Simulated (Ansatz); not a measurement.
`[F][Sb]([F])[SiH3]` + `[AsH3]` → `[SiH3][AsH2]` + `[F][SbH][F]` at 600 K and 1 bar (cleavage of the Si–Sb bond).

Isolated molecules relaxed with PBE0-D4/def2-TZVP in Ansatz; ΔE leaves out vibrations. CCSD(T)/CBS adds triple-zeta CCSD(T) − MP2 to the extrapolated MP2 energy (def2 sets, frozen cores). def2 core potentials past Kr. For As, Sb outer-core shells are correlated without core-valence functions, which leaves a few kJ/mol of doubt a bond. Scalar relativity is left out up to krypton.

```tsv
species	CCSD(T)/CBS energy (Eh)	H − E (kJ/mol)	S (J/(mol·K))
`[F][Sb]([F])[SiH3]`	-730.53304	128.8	435.4
`[AsH3]`	-2236.79077	81.6	254.3
`[SiH3][AsH2]`	-2527.08228	148.3	356.1
`[F][SbH][F]`	-440.24478	60.6	334.9
```

H − E and S are ideal-gas, rigid-rotor, harmonic terms from PBE0-D4/def2-TZVP. 1 Eh = 2625.50 kJ/mol, R = 8.31446 J/(mol·K).

Question: By hand: ΔE, ΔH, ΔS and ΔG.

Answer: ΔE = (-2527.08228) + (-440.24478) − (-730.53304) − (-2236.79077) = -0.00325 Eh = -8.5 kJ/mol. Δ(H − E) = 148.3 + 60.6 − 128.8 − 81.6 = -1.5, so ΔH = -10.0 kJ/mol. ΔS = 356.1 + 334.9 − 435.4 − 254.3 = 1.3 J/(mol·K). ΔG = -10.0 − 600 × (1.3)/1000 = -10.8 kJ/mol.

Question: By hand: the equilibrium constant, and the temperature at which ΔG would vanish if ΔH and ΔS stayed fixed.

Answer: log₁₀ K = −ΔG/(RT ln 10) = 0.9. ΔH and −TΔS have one sign here, so there is no such temperature. One of them is within its doubt of zero, so this could turn.

The number of gas molecules stays the same, so ΔS is small and ΔH decides. A doubt of 5 kJ/mol in ΔE shifts log₁₀ K by 0.4 here. These are equilibria of isolated gas molecules and say nothing of rates. Largest T1 diagnostic: 0.015 (customary marks: 0.02 for closed shells, 0.045 for open ones).
